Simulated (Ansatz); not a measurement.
One change: `Br[As](Br)Br` becomes `[Br][Sb]([Br])[Br]`.

Ansatz, PBE0-D4/def2-TZVP geometries, multiplicity 1. 

Elements past krypton have def2 core potentials. Scalar relativity is left out up to krypton.

```tsv
property	`Br[As](Br)Br`
LUMO energy (PBE0/def2-TZVPP) / eV	-2.35
HOMO–LUMO gap (PBE0/def2-TZVPP) / eV	5.76
LUMO energy (ωB97M-V/def2-TZVPP) / eV	-0.41
HOMO energy (B3LYP/def2-TZVPP) / eV	-7.90
ideal-gas entropy at 298 K and 1 bar (rigid rotor, harmonic PBE0-D4/def2-TZVP) / J/(mol·K)	362
LUMO energy (PBE/def2-TZVPP) / eV	-3.12
```

Question: Give the same properties after the change, and the shifts. (Estimate.)

Answer: Ansatz gave: 
| property | `[Br][Sb]([Br])[Br]` | shift |
| --- | --- | --- |
| LUMO energy (PBE0/def2-TZVPP) / eV | -2.16 | 0.19 |
| HOMO–LUMO gap (PBE0/def2-TZVPP) / eV | 5.97 | 0.21 |
| LUMO energy (ωB97M-V/def2-TZVPP) / eV | -0.33 | 0.08 |
| HOMO energy (B3LYP/def2-TZVPP) / eV | -7.92 | -0.02 |
| ideal-gas entropy at 298 K and 1 bar (rigid rotor, harmonic PBE0-D4/def2-TZVP) / J/(mol·K) | 375 | 13 |
| LUMO energy (PBE/def2-TZVPP) / eV | -2.89 | 0.23 |

B3LYP here is the variant with VWN-RPA as its local correlation; programs differ in this.

Spin–orbit coupling is left out; it splits and shifts lone-pair levels of the heavy atoms by tenths of an eV.
